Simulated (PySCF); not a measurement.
Bond length, frequency and bond energy of HfCl⁻ by level of theory

State: triplet, unpaired electrons π ↑, δ ↑, a mixture of terms (⟨Lz²⟩ = 4.8). Set-up: Hf def2-TZVPPD with ECP60, Cl def2-TZVPPD; scalar-relativistic core potentials (PySCF 2.14). De refers to Hf (5d2 6s2) + Cl⁻ in their high-spin ground configurations, without counterpoise correction. The functionals are run spin-unrestricted. A positive dipole points towards Cl; it is taken about the centre of mass and depends on that origin. Levels whose curve was spin-contaminated or gave no clean fit are not listed.

```csv
Level,Re (Å),ωe (cm⁻¹),De (eV),μ (D),"CPU s a point (SCF and correlation, without the integrals)"
ROHF-CCSD,2.461,264,n/a,n/a,n/a
ROHF-CCSD(T),2.449,273,2.02,n/a,360
PBE,2.433,268,n/a,0.12,2.6
PBEsol,2.401,284,n/a,0.33,1.6
PW91,2.433,269,n/a,0.01,1.5
r²SCAN,2.446,269,n/a,0.36,4.2
TPSSh,2.445,269,n/a,0.29,6.4
PBE0,2.441,267,n/a,0.10,6.8
M06,2.455,266,n/a,-0.23,7
HSE06,2.444,265,n/a,0.00,5.4
B2PLYP,2.464,257,n/a,-0.07,6.6
```

(1) What does a quarter of exact exchange do here, going from PBE to PBE0?

(2) What does the step from GGA to meta-GGA do here, going from PBE to r²SCAN?

(3) What does the triples do here, going from ROHF-CCSD to ROHF-CCSD(T)?

Correlated steps freeze 5 core orbitals. De is left out where the level can put another filling of the metal’s s and d shells below the measured ground configuration, by anything from nothing to about 1 eV. These are scalar-relativistic numbers at best; spin–orbit coupling would shift them, the dissociation energy most. For an ion De counts to the pair picked by the measured ionisation energies or electron affinities, which need not be the lowest pair at this level. The highest Kohn–Sham level is positive in this anion. Much of that is self-interaction error, but it also means that the finite basis helps to hold the extra electron. B2PLYP dipoles, levels and charges come from its SCF part alone. With d or f electrons several states lie close, and the lowest PBE0 determinant need not be the measured ground state.

The whole job (state search and all levels along the bond) took about 34 min on 2 threads of Arm Neoverse V1 (shared host), peak memory 6.1 GiB.

Answers

(1) PBE0 less PBE: +0.8 pm in Re, -0.4 % in ωe. Exact exchange removes part of the self-interaction that spreads semilocal densities, and in most molecules shortens and stiffens the bond and lowers De; here Re goes the other way.

(2) r²SCAN less PBE: +1.3 pm in Re, +0.4 % in ωe. 

(3) ROHF-CCSD(T) less ROHF-CCSD: -1.2 pm in Re, +3.4 % in ωe. Correlation nearly always deepens the well. The bond shortens, as in weak, metallic or heavy-atom bonds, where dispersion and the correlation of outer-core electrons pull the atoms together.
